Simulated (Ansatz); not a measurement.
`[SiH3][SiH]1O[SiH2][SiH2]1` + `OB(O)Cl` → `OB(Cl)O[SiH3]` + `O1[SiH2][SiH2][SiH2]1`  (cleavage of the Si–Si bond)

Program: Ansatz. Geometries: PBE0-D4/def2-TZVP. ΔE: electronic, gas phase. CCSD(T)/CBS is the MP2 limit (def2-TZVPP, def2-QZVPP) plus CCSD(T) − MP2 in def2-TZVPP, frozen cores. Functionals use def2-TZVPP. B3LYP here is the variant with VWN-RPA as its local correlation; programs differ in this. Each species was taken in one conformer, which may not be the lowest.

```csv
level,ΔE (kJ/mol)
PBE-D4,-57.8
r2SCAN-D4,-77.8
PBE0-D4,-65.9
B3LYP-D4,-83.7
PBE,-60.2
B3LYP,-87.5
HF/def2-TZVPP,-114.0
SCS-MP2/def2-QZVPP,-98.3
```

**Question.** What does CCSD(T)/CBS give? (Estimate.)

**Answer.** Ansatz gave: -85.7 kJ/mol. The listed levels differ from it by 27.9, 7.9, 19.8, 2.0, 25.5, -1.8, -28.3, -12.6 kJ/mol.

Largest T1 diagnostic among the species: 0.014.

From PBE to PBE0 (25 % exact exchange), in def2-TZVPP and without D4, ΔE moves by −8.1 kJ/mol. In def2-TZVPP, CCSD(T) changes the Hartree–Fock value by +28.4 kJ/mol (the triples alone add +4.1 kJ/mol) and MP2 by +22.1 kJ/mol.
